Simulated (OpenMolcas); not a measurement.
Ni7+: effect of the active space

```
Program             : OpenMolcas
Method              : SS-CASPT2 or its RAS form, IPEA 0.25 Eh, imaginary shift 0.1 Eh
Basis               : ANO-R2
Scalar Hamiltonian  : X2C, finite nucleus
Spin-orbit coupling : RASSI with atomic mean-field integrals over the reference wave functions, term energies averaged over their components
```

A. 3 electrons in 5 orbitals (3d); 2S+1 = 4 even, 10 roots; 2S+1 = 2 even, 40 roots; closed shells correlated: 3s 3p; CASPT2 step roughly 9 core-seconds
B. 9 electrons in 8 orbitals (RAS1 3p, at most 2 holes; RAS2 3d); 2S+1 = 4 even, 10 roots; 2S+1 = 2 even, 40 roots; closed shells correlated: 3s; CASPT2 step of the order of 40 core-seconds
C. 3 electrons in 10 orbitals (3d 4d); 2S+1 = 4 even, 10 roots; 2S+1 = 2 even, 40 roots; closed shells correlated: 3s 3p; CASPT2 step of the order of 6 core-minutes

Energies in eV above 3d3 4F 3/2, the measured ground level; measured values from Corliss and Sugar, J. Phys. Chem. Ref. Data 10, 197 (1981).

| Level | A | B | C | Measured |
| --- | --- | --- | --- | --- |
| 3d3 4F 3/2 | 0.0000 | 0.0000 | 0.0000 | 0.0000 |
| 3d3 4F 5/2 | 0.1192 | 0.1211 | 0.1197 | 0.1255 |
| 3d3 4F 7/2 | 0.277 | 0.281 | 0.278 | 0.2708 |
| 3d3 4F 9/2 | 0.465 | 0.472 | 0.467 | 0.4613 |
| 3d3 4P 1/2 | 2.992 | 3.012 | 2.980 | 2.8840 |
| 3d3 4P 3/2 | 3.027 | 3.042 | 3.011 | 2.9397 |
| 3d3 4P 5/2 | 3.177 | 3.203 | 3.172 | 3.0586 |
| 3d3 2G 7/2 | 3.289 | 3.336 | 3.288 |  |
| 3d3 2G 9/2 | 3.437 | 3.486 | 3.441 |  |
| 3d3 2P 1/2 | 4.457 | 4.255 | 4.215 |  |
| 3d3 2H 9/2 | 4.533 | 4.598 | 4.588 |  |
| 3d3 2D 5/2(1) | 4.632 | 4.713 | 4.641 |  |
| 3d3 2H 11/2 | 4.635 | 4.700 | 4.694 |  |
| 3d3 2F 7/2 | 7.336 | 7.364 | 7.341 |  |
| 3d3 2F 5/2 | 7.400 | 7.429 | 7.405 |  |
| 3d3 2D 5/2(2) | 11.482 | 11.390 | 11.490 |  |
| 3d3 2D 3/2(2) | 11.558 | 11.482 | 11.561 |  |

Deviations, from unrounded energies. A percentage is the sum of absolute deviations over the sum of measured energies, with the sign that they share, or ± where signs differ.

```json
{"Against measurement": "mean absolute deviation (cm-1)", "Levels": "6", "A": "440", "B": "540", "C": "400"}
{"Against measurement": "fine structure of the ground term (%)", "Levels": "3", "A": "±1.8", "B": "±2.9", "C": "±2.2"}
{"Against measurement": "other terms of the ground configuration (%)", "Levels": "3", "A": "+3.5", "B": "+4.2", "C": "+3.2"}
```

C lies closest to measurement on these levels and B furthest from it. The largest miss of C in the table is 3d3 4P 5/2, by +920 cm-1. The ranking rests on the paired levels alone, and a cruder setting can come out closer through cancelling errors.

The two smallest mean deviations differ by little beside CASPT2's spread within terms, so their order carries little weight.

Among A to C the level of the table that moves most is 3d3 2P 1/2, by 1900 cm-1 (lowest in C, highest in A). Moves below CASPT2's spread within the term are not significant.

Term energies are means over components that CASPT2 splits; among the terms shown or strongly mixed into the levels shown the widest spread is 1100 cm-1 (3d3 2H, A). The CASPT2 spread within a term exceeds the gap to the next term for 3d3 2P and 3d3 2D(1), 3d3 2D(1) and 3d3 2H, so the order of their levels is uncertain, and so are names and mixing where such terms share a J (holds for A). Active for correlation alone: 3p; no level in the range computed is led by a configuration that opens it, so any true level of that kind is missing (holds for B). Active for correlation alone: 4d; no level in the range computed is led by a configuration that fills it, so any true level of that kind is missing (holds for C). Measured partners are found by configuration, term and J. A level has none where our copy of the source lacks it or the pairing is in doubt (some pairs that miss far off the trend of their configuration count as doubtful), and it then counts in no deviation. Levels of configurations outside the active space are missing. The table leaves out levels that lie high or whose names do not pair safely across all columns.

A number in round brackets counts repeated terms of one configuration in the order of the reference energies.
